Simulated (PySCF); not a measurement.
C4H10Si2, SMILES C=C1CC[Si@H]1[SiH3].

Geometry optimised at B3LYP-D3(BJ)/def2-SVP. A frequency run showed that this geometry is not a minimum. The structure was generated by enumeration; whether it is a known compound was not checked.

Method: r2SCAN/def2-TZVP (PySCF).

Isolated molecule, no solvent.

Computed frontier levels, gap, dipole moment and polarisability:
```yaml
highest_occupied_level: -6.33 eV
lowest_empty_level: -1.40 eV
orbital_gap: 4.93 eV
dipole_moment: 0.80 D
quadrupole, principal values (traceless, Buckingham form, about the centre of nuclear charge): -2.91, 0.70, 2.20 D·Å
mean_static_polarisability: 106.7 bohr³ (15.81 Å³)
polarisability_principal_values: 85.7, 108.1, 126.2 bohr³
```
